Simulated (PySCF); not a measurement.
Structure problem from calculated spectra and properties.

Elements present: C, H and P. Monoisotopic mass: 140.0755 u.

| Property | Result |
| --- | --- |
| Dipole | 1.50 D [B3LYP/def2-SVPD] |
| Polarisability | 117.8 au [B3LYP/def2-SVPD] |
| NMR, other nuclei | isotropic shieldings of nuclei other than C and H, by class: 377 (1 P) ppm [GIAO B3LYP/pcSseg-1] |
| Triplet | lowest triplet excitation (Tamm–Dancoff): 4.54 eV [TDA B3LYP/def2-SVPD] |
| UV, strongest line | among the 10 lowest singlet transitions: S8 at 6.85 eV (181 nm, f = 0.124) [TDDFT B3LYP/def2-SVPD] |
| 1H NMR | chemical shifts (computed TMS as zero) by class: 4.11 (1 H), 2.64 (1 H), 1.73 (2 H), 1.69 (2 H), 1.62 (2 H), 1.55 (1 H), 1.25 (2 H), 1.15 (1 H), 1.03 (1 H) ppm [GIAO B3LYP/pcSseg-1] |
| Rotational structure | rotational constants A, B, C: 2.329, 0.833, 0.811 GHz [PBE0-D3(BJ)/def2-SVP] |
| 13C NMR | chemical shifts (computed TMS as zero) by class: 100.5 (1 C), 81.2 (1 C), 38.3 (1 C), 35.0 (2 C), 31.4 (2 C), 29.2 (1 C) ppm [GIAO B3LYP/pcSseg-1] |
| UV, first state | lowest singlet excitation: 5.06 eV (245 nm, f = 0.016) [TDDFT B3LYP/def2-SVPD] |

Gas-phase values; electronic properties from PySCF, density fitting. Levels stand in brackets. NMR shifts are as computed; neighbouring signals can stand in another order in a measured spectrum. The structure is a single PBE0-D3(BJ)/def2-SVP conformer in the gas phase; no vibrational or solvent corrections. Each NMR value is the plain mean over a class of atoms that symmetry, rotation or inversion makes alike.

Task: Which formula fits the mass and the elements?

Result: C8H13P (calculated 140.0755). No other formula that holds each of these elements comes within 0.0003 u with a fitting electron parity and a possible valence count.

Task: What is the compound? Reason from the data.

Result: Numbering: `[CH:1]#[C:2][PH:3][CH:4]1[CH2:5][CH2:6][CH2:7][CH2:8][CH2:9]1`. 8 carbons fall into 6 classes; from least to most shielded: terminal alkyne carbon [C1] (100.5 ppm), alkyne carbon [C2] (81.2 ppm), ring sp3 carbon bound to phosphorus [C4] (38.3 ppm), ring CH2 carbon [C5/C9] (35.0 ppm, 2 C, up to 6.5 ppm apart in this geometry), ring CH2 carbon [C6/C8] (31.4 ppm, 2 C), ring CH2 carbon [C7] (29.2 ppm). Hydrogen classes from least to most shielded: 1 H on a phosphine phosphorus, P3 (4.11 ppm), 1 H on a terminal alkyne carbon, C1 (2.64 ppm), 2 H on 2 ring CH2 carbons, C6/C8 (1.73 ppm), 2 H on 2 ring CH2 carbons, C5/C9 (1.69 ppm, a mean of values up to 0.6 ppm apart in this geometry), 2 H on 2 ring CH2 carbons, C5/C9 (1.62 ppm), 1 H on a ring CH2 carbon, C7 (1.55 ppm), 2 H on 2 ring CH2 carbons, C6/C8 (1.25 ppm), 1 H on a ring CH2 carbon, C7 (1.15 ppm), 1 H on an sp3 carbon bound to phosphorus, C4 (1.03 ppm). The other shieldings belong to: 377 ppm, phosphine phosphorus [P3]. S1 is mainly HOMO→LUMO (weight 0.93); the largest Löwdin shares of the orbital it empties are 0.43 on the phosphine phosphorus, 0.17 on the alkyne carbon, 0.17 on the terminal alkyne carbon and 0.08 on the sp3 carbon bound to phosphorus, of the orbital it fills 0.23 on the terminal alkyne carbon, 0.21 on the phosphine phosphorus, 0.21 on the alkyne carbon and 0.09 on the P–H hydrogen. The optimised geometry has point group C1 and is an asymmetric top. Structure: `C#CPC1CCCCC1`. Computed isomers that give other values at the same levels: `C=CC1=C(C(C)C)P1C` (13C chemical shifts (computed TMS as zero) by class: 149.0 (1 C), 132.6 (1 C), 132.0 (1 C), 131.0 (1 C), 34.2 (1 C), 22.9 (1 C), 22.8 (2 C) ppm); `C=CC1=C(C)CP(C)C1` (lowest singlet excitation: 4.57 eV (271 nm, f = 0.003)); `C#CCP(C)C1CCC1` (rotational constant A: 3.302 GHz; this holds for the one conformer computed). The assignments are read from this structure; whether some other isomer fits the data as well wasn't checked.
